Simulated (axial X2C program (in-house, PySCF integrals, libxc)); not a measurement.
## Potential curves of TiTe⁺, 2c

All values were computed with an in-house all-electron X2C program for linear molecules (integrals from PySCF). Two-component (2c) means X2C with spin–orbit coupling and atomic mean-field two-electron Coulomb and Gaunt terms. Basis: Te dyall-cv3z [11s12p8d4f1g], Ti dyall-cv3z [10s10p6d4f2g] (cores contracted in-house); Gaussian nuclei, density fitting, unrestricted open shells. Masses: Te 129.906 u, Ti 47.948 u.

State: Ω = 5/2 (⟨Sz⟩ = 0.50, ⟨Lz⟩ = 2.00 at HF). Energies in eV from the lowest point of each curve. Fits are polynomials in 1 − R0/R over 0.85 to 1.23 times the lowest point R0.

```
 R (Å)      HF
2.1524  2.2230
2.2513  1.2972
2.3256  0.8100
2.3998  0.4634
2.4740  0.2291
2.5606  0.0678
2.6472  0.0000
2.7585  0.0132
2.8946  0.1287
```

Occupations by symmetry block were frozen at the best pattern of an incomplete PBE0 search. The determinant is spin-polarised beyond a pure state at some levels (its spin-free form has ⟨S²⟩ too high), which makes Re and μ there less reliable. The stretched end of a curve changes character and is left out.

Q: What are Re and ωe at the HF level?

A: At HF, 2c: Re = 2.686 Å, ωe ≈ 253 cm⁻¹; Be follows as 0.0667 cm⁻¹.
